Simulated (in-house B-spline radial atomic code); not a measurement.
# PBEsol excitations of the calcium ion Ca⁸⁺

Method: PBEsol. Computed with a B-spline radial code for spherical atoms: linear response of the closed shell [Ne] 3s2 with the functional's adiabatic kernel; scalar-relativistic (spin-free one-electron X2C), finite nucleus, no spin-orbit coupling, no double excitations, S, P, D and F terms only.

Command:
```bash
python run_td.py task.json out
```
Settings (radii: box in bohr, nucleus in fm):
```
Z                        20
electrons                12
configuration            [Ne] 3s2
hamiltonian              x2c
method                   pbesol
box_radius               11.59
rms_radius               3.4776
intervals                70
```

Time taken, with all properties: 0.3 s on 1 thread of Intel(R) Xeon(R) Platinum 8488C (Sapphire Rapids), on a shared host.

The lowest states, in the order of their Tamm-Dancoff energies; the method's threshold (minus the highest occupied level) is 178.54 eV. Labels give the largest channel, * marks a mixed state, and oscillator strengths are full-response dipole values. Semilocal kernels can invert the small singlet-triplet splittings of Rydberg terms. Energies in eV:

| state | full response | Tamm-Dancoff | oscillator strength |
| --- | --- | --- | --- |
| 3s → 3p 3P | 17.232 | 17.633 | - |
| 3s → 3p 1P | 26.573 | 27.432 | 1.02 |
| 3s → 3d 3D | 48.05 | 48.22 | - |
| 3s → 3d 1D | 52.21 | 52.22 | - |
| 3s → 4s 3S | 93.58 | 93.59 | - |
| 3s → 4s 1S | 95.45 | 95.48 | - |
| 3s → 4p 3P | 101.40 | 101.41 | - |
| 3s → 4p 1P | 102.04 | 102.07 | 0.272 |
| 3s → 4d 3D | 112.23 | 112.24 | - |
| 3s → 4d 1D | 112.47 | 112.48 | - |
| 3s → 4f 3F | 115.85 | 115.89 | - |
| 3s → 4f 1F | ? | ? | - |
| 3s → 5s 3S | 129.98 | 129.98 | - |
| 3s → 5s 1S | ? | ? | - |
| 3s → 5p 3P | 133.56 | 133.56 | - |
| 3s → 5p 1P | 133.73 | 133.74 | 0.091 |

Question: Where does 3s → 4f 1F lie?

Answer: At 116.60 eV in full response, 116.61 eV in Tamm-Dancoff.

Question: Where does 3s → 5s 1S lie?

Answer: At 130.53 eV in full response, 130.55 eV in Tamm-Dancoff.

Question: How large is the singlet-triplet splitting of 3s → 3p (P terms) in Tamm-Dancoff?

Answer: 9.8 eV, from the unrounded values.

Question: What polarisabilities and dispersion coefficient does the method give?

Answer: Dipole 1.125 bohr³, quadrupole 0.6431 bohr⁵, C6 1.004 hartree·bohr⁶ for two such species.
